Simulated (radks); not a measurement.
Values are calculated unless marked as measured or tabulated.
Numerical settings for the gadolinium ion Gd+, [Xe] 4f7 5d1 6s1. Level of theory: scalar-relativistic Kohn-Sham, PBE, spin-unpolarised, spherical densities, point nucleus (a radial shooting solver on a logarithmic mesh with Libxc functionals). The defaults (mesh step 0.008 in ln r, mesh end at 40 bohr or more with all orbitals vanishing there, Anderson mixing 0.5 over 9 steps, residual threshold near 1e-9 with the energy settled to 1e-9 hartree or 1e-11 of itself, here a cap of 52 iterations) give E = -11270.8756 hartree and 5d at -8.404 eV in 15 iterations. Run on one thread of a shared host, so times are rough (Arm Neoverse V1): 0.18 s of CPU time, 0.18 s wall, 15 iterations on 2648 mesh points. Changes against that run (0 stands for a change within the tolerance of the run):

| setting | iterations | converged | E (mhartree) | e(5d) (meV) | CPU (s) |
|---|---|---|---|---|---|
| mesh step in ln r 0.05 | 15 | yes | -0.0159 | 0 | 0.04 |
| mesh step in ln r 0.003 | 15 | yes | 0 | 0 | 0.46 |
| mesh step in ln r 0.005 | 15 | yes | 0 | 0 | 0.28 |
| mesh end (bohr) 5 | 15 | yes | +135 | +2.29e+03 | 0.17 |
| mesh end (bohr) 3 | 14 | level above zero | +2.17e+03 | +1.8e+04 | 0.14 |
| residual threshold 1e-16 | 52 | no | 0 | 0 | 0.31 |
| residual threshold 1e-05 | 12 | yes | 0 | -0.00439 | 0.16 |
| mixing 0.2 | 18 | yes | 0 | 0 | 0.21 |
| linear mixing, mixing 0.2 | 52 | no | +0.000523 | -0.017 | 0.5 |
| linear mixing, mixing 0.8 | 52 | no | +4.3e+04 | +730 | 1.1 |
| mixing history 3 | 19 | yes | 0 | 0 | 0.21 |
| iteration cap 5 | 5 | no | +2.99 | +192 | 0.08 |

Settled on a wrong energy, with an occupied level pushed above zero by the early mesh end: mesh end (bohr) 3 (+2.17 hartree). Apart from these: settings that end as converged yet miss the energy by more than 1 mhartree: mesh end (bohr) 5 (+0.135 hartree). A mesh that ends early acts as a hard wall.
